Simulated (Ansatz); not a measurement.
## Setting up C2H7Ga (SMILES [CH3][GaH][CH3]) in Ansatz

C2H7Ga: 10 atoms, total charge 0, spin state singlet. As SMILES, `[CH3][GaH][CH3]`. The coordinates come from a PBE0-D4/def2-TZVP relaxation.

```xyz
10

C    -1.0634    1.1428   -0.7118
Ga    0.6490    0.2661   -0.2813
C     0.6815   -1.3215    0.8869
H    -1.5337    0.6142   -1.5482
H    -0.9354    2.1838   -1.0115
H    -1.7597    1.0952    0.1286
H     1.9973    0.8365   -0.8726
H     0.6877   -0.9940    1.9323
H     1.5693   -1.9359    0.7305
H    -0.2096   -1.9383    0.7501
```

Settings wanted:

* basis set: def2-SVP
* integral approximation: none
* task: energy
* method: DFT
* functional: BHLYP
* reference: RKS
* relativity: none
* accuracy: high
* start density: atoms

Question: Give an Ansatz 0.2.0 job that does this.

Answer: One that was run (others would do as well):

molecule.yaml:
```yaml
crystal:
  periodic: [false, false, false]
  atoms:
    - {symbol: C, position_ang: [-1.063400, 1.142800, -0.711800]}
    - {symbol: Ga, position_ang: [0.649000, 0.266100, -0.281300]}
    - {symbol: C, position_ang: [0.681500, -1.321500, 0.886900]}
    - {symbol: H, position_ang: [-1.533700, 0.614200, -1.548200]}
    - {symbol: H, position_ang: [-0.935400, 2.183800, -1.011500]}
    - {symbol: H, position_ang: [-1.759700, 1.095200, 0.128600]}
    - {symbol: H, position_ang: [1.997300, 0.836500, -0.872600]}
    - {symbol: H, position_ang: [0.687700, -0.994000, 1.932300]}
    - {symbol: H, position_ang: [1.569300, -1.935900, 0.730500]}
    - {symbol: H, position_ang: [-0.209600, -1.938300, 0.750100]}
basis:
  gaussian: {orbitals: def2-SVP}
accuracy: high
hamiltonian: {xc: {name: BHLYP}}
output: {orbitals: {seedname: orbitals}}
```

```bash
$ ansatz run molecule.yaml --threads 1 --pin off --max-ram 3480MiB --events-out events.jsonl --progress --plain --runs-dir runs
```

Calculated total energy: -2004.88009 Eh.
